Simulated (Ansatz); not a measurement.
Species: C$_{2}$H$_{7}$Ge, charge 0, multiplicity 2. It need not be the lowest isomer of its formula. 
Geometry from a B3LYP-D3(BJ)/def2-TZVP (Ansatz, a program for electronic structure) optimisation:
SMILES: [GeH2]([CH3])[CH2]
```xyz
10

C     -1.6453    -0.6967     0.0449
Ge    -0.0281     0.3527    -0.0701
C      1.5683    -0.7654     0.2346
H     -2.1019    -1.1519    -0.8256
H     -2.1379    -0.8947     0.9894
H      0.0609     0.9941    -1.4705
H     -0.0696     1.4692     0.9948
H      1.5209    -1.2224     1.2225
H      2.4693    -0.1553     0.1701
H      1.6208    -1.5541    -0.5152
```
Charge 0, spin multiplicity 2.

Parts of the frozen-core correlation energy in 6-31G* (Ansatz, hartree). Frozen orbitals: 16; correlated occupied orbitals by spin: 10 and 9; virtual: 53 and 54. UHF or UKS for open shells. No spin-orbit coupling. Non-relativistic.

| term | value |
|---|---|
| reference (HF) | -2154.83597 |
| MP2 opposite-spin | -0.25010 |
| MP2 same-spin | -0.06760 |
| CCSD correlation | -0.36633 |
| (T) | -0.00937 |
| T1 diagnostic | 0.012 |
| largest doubles amplitude | 0.034 |
| <S^2> of the reference | 0.763 |
